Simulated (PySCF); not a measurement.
bromotrifluoromethane cation (CBrF3), SMILES FC(F)(F)Br (connectivity only; charge and spin as stated), charge +1, multiplicity 2.

Geometry optimised at B3LYP-D3(BJ)/def2-SVP. The spin state was assumed, not searched.

Calculation: TDA-PBE/def2-SVPD (PySCF 2.14.0).

Vertical excitations. Gas-phase values at a fixed geometry.

Computed excitation energies, oscillator strengths and character:
| state | energy (eV) | λ (nm) | f | main pairs |
|---|---|---|---|---|
| root 1 | 0.08 | 15127 | 0.000 | β HOMO→LUMO 100 % |
| root 2 | 1.04 | 1192 | 0.000 | β HOMO−1→LUMO 100 % |
| root 3 | 3.59 | 345 | 0.000 | α HOMO→LUMO 14 %, β HOMO→LUMO+1 83 % |
| root 4 | 3.61 | 344 | 0.000 | β HOMO−2→LUMO 97 % |
| root 5 | 4.10 | 302 | 0.000 | α HOMO→LUMO 85 %, β HOMO→LUMO+1 15 % |
| root 6 | 4.21 | 295 | 0.002 | α HOMO−1→LUMO 47 %, β HOMO−1→LUMO+1 52 % |
| root 7 | 4.63 | 268 | 0.000 | β HOMO−3→LUMO 100 % |
| root 8 | 4.68 | 265 | 0.000 | β HOMO−4→LUMO 98 % |
| root 9 | 5.17 | 240 | 0.000 | β HOMO−5→LUMO 100 % |
| root 10 | 5.17 | 240 | 0.000 | β HOMO−6→LUMO 100 % |
Unrestricted roots are not spin-pure.
